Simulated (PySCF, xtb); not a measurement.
In(NH2)3 (H6InN3), SMILES [NH2][In]([NH2])[NH2]. One conformer was computed; it need not be the lowest.

Harmonic wavenumbers (cm⁻¹) from GFN2-xTB (xtb 6.7.1) at its own minimum, in rising order: 102, 105, 110, 132, 180, 182, 387, 456, 461, 574, 590, 611, 619, 677, 682, 1468, 1472, 1480, 3342, 3352, 3353, 3368, 3378, 3380.

Task: What does PySCF with PBE-D3(BJ)/def2-SVP give at its own minimum? (An estimate is asked for; the answer gives what the named calculation found.)

Result: 95, 107, 131, 135, 197, 207, 449, 451, 462, 583, 585, 590, 719, 801, 801, 1478, 1484, 1492, 3414, 3414, 3416, 3514, 3514, 3514. Paired by order, the mean absolute difference is 49 cm⁻¹ and the zero-point energies are 43.5 and 45.1 kcal/mol.
